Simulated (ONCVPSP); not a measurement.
Pd: one change to an ONCV potential, before and after

* Element: palladium (Pd)
* Generator: ONCVPSP 4.0.1
* Type: optimised norm-conserving Vanderbilt (ONCV)
* Functional: PBEsol
* Relativity: fully relativistic
* Frozen core: [Ar] 3d10
* Valence charge: 18
* Reference configuration: 4s2 4p6 4d10
* Partial waves: 4s: rc 1.40 bohr, ncon 4, nbas 7, qcut 10.1 1/bohr, 2 projectors, debl 2.5 Ha; 4p: rc 1.60 bohr, ncon 5, nbas 9, qcut 8.4 1/bohr, 2 projectors, debl 3.9 Ha; 4d: rc 1.45 bohr, ncon 3, nbas 6, qcut 6.5 1/bohr, 2 projectors, debl 1.6 Ha
* Local potential: polynomial inside 0.95 bohr (lpopt 5, dvloc0 6 Ha)
* Core correction: Teter function, fcfact 4.5, rcfact 1.65

Open shells are filled in proportion to 2j + 1.

In the s channel the program set the typed energies aside and used -3.131, 0.250 Ha.

All-electron outer shells of the reference configuration (PBEsol, scalar-relativistic, ld1.x):

```csv
shell,level (eV),outermost node (bohr),outermost maximum (bohr)
4s,-85.25,0.45,0.85
4p,-51.14,0.46,0.91
4d,-4.05,0.45,1.10
```

Change: reference 4s2 4p6 4d7. In the s channel the program set the typed energies aside and used -4.627, 0.250 Ha.

Cutoffs: the cutoffs (Ha) at which the residual kinetic energy of the hardest occupied pseudo-wave falls to 1 and 0.1 mHa per electron; they do not see the model core or the augmentation charge, which bear on the density cutoff. Errors are all-electron minus pseudo energies relative to the spin-unpolarised reference configuration.

Problem. What does the change do?

Solution. The potential gets harder (39 Ha and 79 Ha → 52 Ha and 87 Ha); the range in which the d3/2 phases agree narrows (upper end at the end of the scan → 3.8); neither file shows a bound ghost.

```csv
quantity,base,changed
"cutoff, loose",39 Ha,52 Ha
"cutoff, tight",79 Ha,87 Ha
loose cutoff by channel,"s 33 Ha, p 17 Ha, d 39 Ha","s 33 Ha, p 17 Ha, d 52 Ha"
bound ghosts,none,none
GHOST(+) flags under 300 eV,none,none
tests with a reliable result,3 of 4,3 of 4
s: phases at 1.42 bohr within 0.05 rad from the reference energy up to (Ha; the scan ends near 5),to the end of the scan,to the end of the scan
p3/2: phases at 1.63 bohr within 0.05 rad from the reference energy up to (Ha; the scan ends near 5),to the end of the scan,to the end of the scan
p1/2: phases at 1.63 bohr within 0.05 rad from the reference energy up to (Ha; the scan ends near 5),to the end of the scan,to the end of the scan
d5/2: phases at 1.47 bohr within 0.05 rad from the reference energy up to (Ha; the scan ends near 5),to the end of the scan,3.9
d3/2: phases at 1.47 bohr within 0.05 rad from the reference energy up to (Ha; the scan ends near 5),to the end of the scan,3.8
"rms error of d²Exc/dni dnj with the model core, mHa",2.61,3.14
```
